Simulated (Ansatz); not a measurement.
`FCBCl` + `NCC1CO1` → `NB(Cl)CF` + `CC1CO1`  (formal exchange of groups at a B–H bond)

Calculated with Ansatz (gas phase, PBE0-D4/def2-TZVP geometries, no zero-point term in ΔE). CCSD(T)/CBS is the MP2 limit (def2-TZVPP, def2-QZVPP) plus CCSD(T) − MP2 in def2-TZVPP, frozen cores. One conformer a species, not always the lowest.

| species | SCS-MP2/def2-TZVPP energy (Eh) |
| --- | --- |
| `FCBCl` | -624.04147 |
| `NCC1CO1` | -247.98149 |
| `NB(Cl)CF` | -679.36770 |
| `CC1CO1` | -192.73192 |

Problem. Work out ΔE.

Solution. ΔE = (-679.36770) + (-192.73192) − (-624.04147) − (-247.98149) = -0.07666 Eh = -201.3 kJ/mol. CCSD(T)/CBS gives -201.7 kJ/mol.

Largest T1 diagnostic among the species: 0.012.
